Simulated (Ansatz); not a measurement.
Reaction (SMILES): C#C (C2H2) [acetylene] → C#C (C2H2) as triplet, charge 0
Each molecule is optimised on its own at B3LYP-D3(BJ)/def2-TZVP (Ansatz, a quantum-chemistry and plane-wave program). A spin state is the lowest found, not a proven ground state.

Property: adiabatic triplet-singlet gap (electronic energy difference), in kcal/mol. Correlated levels leave the core frozen unless marked. Open shells are spin-unrestricted. No spin-orbit coupling. No relativistic terms. CBS(X,Y): correlation extrapolated as X^-3; Hartree-Fock from the larger set.

```
level                                        program  adiabatic triplet-singlet gap (kcal/mol)
------------------------------------  --------------  ----------------------------------------
CAM-B3LYP-D3(BJ)/def2-TZVPD           Ansatz + dftd3                                      87.2
PBE-QIDH/def2-TZVPD                           Ansatz                                      87.3
CCSD/STO-3G                                   Ansatz                                      91.5
CCSD(T)/CBS(def2-TZVPPD,def2-QZVPPD)          Ansatz                                       [?]
```

Task: Some entries are withheld; supply them.

Result: 
- CCSD(T)/CBS(def2-TZVPPD,def2-QZVPPD), adiabatic triplet-singlet gap (kcal/mol): 90.2
